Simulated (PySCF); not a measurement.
BBr3, SMILES BrB(Br)Br.

Geometry: r2SCAN-D4/def2-SVP. The isomer is the one that the SMILES or the coordinates give; other isomers of the formula were not compared.

Two levels are set side by side: PBE/def2-TZVP (PySCF) and r2SCAN/def2-TZVP (PySCF). Same geometry, gas phase. Differences are taken from unrounded values.

```tsv
quantity	r2SCAN	PBE	PBE minus r2SCAN
orbital gap (eV)	4.62	4.07	-0.55
highest occupied level (eV)	-7.36	-7.02	0.34
lowest empty level (eV)	-2.74	-2.95	-0.21
mean polarisability (bohr³)	72.5	74.9	2.4
```

Rough cost on one machine, each run with all the roots and properties that it gave: r2SCAN against PBE about 3 times.
